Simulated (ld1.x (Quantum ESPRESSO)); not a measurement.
Cutoff test, mercury (Hg), TM

ld1.x (Quantum ESPRESSO) 7.5 input, shortened:

```
&input
   title='Hg', zed=80., rel=1, dft='PBE', iswitch=3,
   config='[Xe] 4f14 5d10 6s2 6p0'
 /
 &inputp
   pseudotype=2, tm=.true., lloc=0,
   nlcc=.false.
 /
3
5P  2  1   6.00   0.00  1.45  1.45  0.0
5D  3  2  10.00   0.00  2.25  2.25  0.0
6S  1  0   2.00   0.00  2.00  2.00  0.0
 &test
   configts(1)='5p6 5d10 6s2 6p0'
 /
```

The pseudo-atom Hamiltonian at the reference potential is diagonalised in spherical Bessel functions j_l(qr) that vanish at 20 bohr, with q² up to the cutoff. All-electron valence levels (Ry): 5p -4.8888, 6p -0.0769, 5d -0.7247, 6s -0.5010.

How do the lowest levels (Ry) of each channel move with the cutoff, and are there ghosts?

```json
{"cutoff (Ry)": "8", "p #1": "-2.5768", "p #2": "-0.0164", "p #3": "0.0728", "d #1": "0.0605", "s #1": "-0.4923", "s #2": "0.0076", "f #1": "0.1157", "f #2": "0.2443", "Σ f·Δε (mRy)": "21741.0"}
{"cutoff (Ry)": "12", "p #1": "-3.8559", "p #2": "-0.0375", "p #3": "0.0645", "d #1": "-0.0146", "s #1": "-0.4938", "s #2": "0.0075", "f #1": "0.1157", "f #2": "0.2443", "Σ f·Δε (mRy)": "13312.4"}
{"cutoff (Ry)": "18", "p #1": "-4.6954", "p #2": "-0.0453", "p #3": "0.0621", "d #1": "-0.3997", "s #1": "-0.4985", "s #2": "0.0072", "f #1": "0.1157", "f #2": "0.2443", "Σ f·Δε (mRy)": "4416.1"}
{"cutoff (Ry)": "25", "p #1": "-4.8462", "p #2": "-0.0457", "p #3": "0.0620", "d #1": "-0.6277", "s #1": "-0.5005", "s #2": "0.0071", "f #1": "0.1157", "f #2": "0.2443", "Σ f·Δε (mRy)": "1226.8"}
{"cutoff (Ry)": "35", "p #1": "-4.8530", "p #2": "-0.0458", "p #3": "0.0620", "d #1": "-0.7190", "s #1": "-0.5007", "s #2": "0.0071", "f #1": "0.1157", "f #2": "0.2443", "Σ f·Δε (mRy)": "272.3"}
{"cutoff (Ry)": "45", "p #1": "-4.8721", "p #2": "-0.0459", "p #3": "0.0620", "d #1": "-0.7245", "s #1": "-0.5009", "s #2": "0.0071", "f #1": "0.1157", "f #2": "0.2443", "Σ f·Δε (mRy)": "102.7"}
{"cutoff (Ry)": "55", "p #1": "-4.8835", "p #2": "-0.0459", "p #3": "0.0620", "d #1": "-0.7246", "s #1": "-0.5010", "s #2": "0.0071", "f #1": "0.1157", "f #2": "0.2443", "Σ f·Δε (mRy)": "33.4"}
{"cutoff (Ry)": "70", "p #1": "-4.8878", "p #2": "-0.0460", "p #3": "0.0620", "d #1": "-0.7247", "s #1": "-0.5010", "s #2": "0.0071", "f #1": "0.1157", "f #2": "0.2443", "Σ f·Δε (mRy)": "6.7"}
{"cutoff (Ry)": "90", "p #1": "-4.8880", "p #2": "-0.0460", "p #3": "0.0620", "d #1": "-0.7247", "s #1": "-0.5010", "s #2": "0.0071", "f #1": "0.1157", "f #2": "0.2443", "Σ f·Δε (mRy)": "4.7"}
{"cutoff (Ry)": "110", "p #1": "-4.8887", "p #2": "-0.0460", "p #3": "0.0620", "d #1": "-0.7247", "s #1": "-0.5010", "s #2": "0.0071", "f #1": "0.1157", "f #2": "0.2443", "Σ f·Δε (mRy)": "0.8"}
{"cutoff (Ry)": "140", "p #1": "-4.8888", "p #2": "-0.0460", "p #3": "0.0620", "d #1": "-0.7247", "s #1": "-0.5010", "s #2": "0.0071", "f #1": "0.1157", "f #2": "0.2443", "Σ f·Δε (mRy)": "0.1"}
{"cutoff (Ry)": "400", "p #1": "-4.8888", "p #2": "-0.0460", "p #3": "0.0620", "d #1": "-0.7247", "s #1": "-0.5010", "s #2": "0.0071", "f #1": "0.1157", "f #2": "0.2443", "Σ f·Δε (mRy)": "0.0"}
```

Result: no extra level below or beside the all-electron valence levels (p, d, s, f tested); 10 mRy is reached at 70 Ry and 1 mRy at 110 Ry.

Its largest configuration-test error is -1088 meV.
